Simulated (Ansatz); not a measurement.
Job for Ansatz (a program for electronic structure): R-PBE0/def2-TZVPP on BeCl-, 2S+1 = 1, a spin state set in the input, which need not be the lowest. Charge -1.

Ansatz 0.2 input:
```yaml
crystal:
  periodic: [false, false, false]
  atoms:
    - {symbol: Be, position_ang: [0.00000000, 0.00000000, 0.00000000]}
    - {symbol: Cl, position_ang: [0.00000000, 0.00000000, 1.88100000]}
basis:
  gaussian:
    orbitals: def2-TZVPP
hamiltonian:
  xc: {name: PBE0}
total_charge: -1
relax: {f_tol: 0.002, max_steps: 120}
```

Task: Predict the final total energy.

Result: -474.8225 hartree.
